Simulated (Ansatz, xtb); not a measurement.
Two isomers of C4H5FGeS

Structure I is `Fc1cs[c]([GeH3])c1`, a singlet and structure II is `Fc1csc[c]1[GeH3]`, a singlet. Both are isolated molecules in the gas phase, relaxed with B3LYP/def2-SVP.

Problem. Estimate which is lower in electronic energy at CCSD(T)/def2-SVP + ΔMP2/def2-TZVPP, and by roughly how much.

Solution. CCSD(T)/def2-SVP + ΔMP2/def2-TZVPP gives E(II) − E(I) = −0.43 kcal/mol, slightly favouring structure II, which is too small a margin to settle the true order.

Level by level:

```csv
level,geometry,E(II) − E(I) (kcal/mol),departure from the last row (kcal/mol),"job, with rough time for the two"
GFN2-xTB,GFN2-xTB,−1.75,−1.32,"optimisation, 0.26 s"
HF/STO-3G,GFN2-xTB,−0.68,−0.25,"single point, 0.96 s"
r2SCAN-D4/def2-SVP,GFN2-xTB,−0.25,+0.18,"single point, 8.7 s"
B3LYP/def2-SVP,B3LYP/def2-SVP,−0.83,−0.40,"optimisation, 2.5 min"
HF/def2-SVP,B3LYP/def2-SVP,−0.61,−0.18,part of the CCSD(T) run
MP2/def2-SVP,B3LYP/def2-SVP,−0.82,−0.39,part of the CCSD(T) run
CCSD(T)/def2-SVP,B3LYP/def2-SVP,−1.00,−0.57,single point
CCSD(T)/def2-SVP + ΔMP2/def2-TZVPP,B3LYP/def2-SVP,−0.43,,"single point, 3.1 min"
```

As drawn, both hold the same kinds of bond in the same numbers.

The largest departure from CCSD(T)/def2-SVP + ΔMP2/def2-TZVPP is that of GFN2-xTB, 1.32 kcal/mol. The last row adds to CCSD(T) the change of the MP2 difference between the two basis sets, here +0.57 kcal/mol.

With thermal terms from frequencies at re-optimised GFN2-xTB minima (ideal gas, soft modes damped towards free rotors, one conformer each, 298.15 K, 1 atm): the zero-point term adds 0.00 kcal/mol; ΔH is −0.48 and ΔG −0.33 kcal/mol.

The correlated steps freeze 19 core orbitals; the filled d shell of Ge is correlated, in a basis made for valence electrons. Run with Ansatz 0.2.0, xtb 6.7.1; the last row on 2 threads of Arm Neoverse V1 on a shared host.
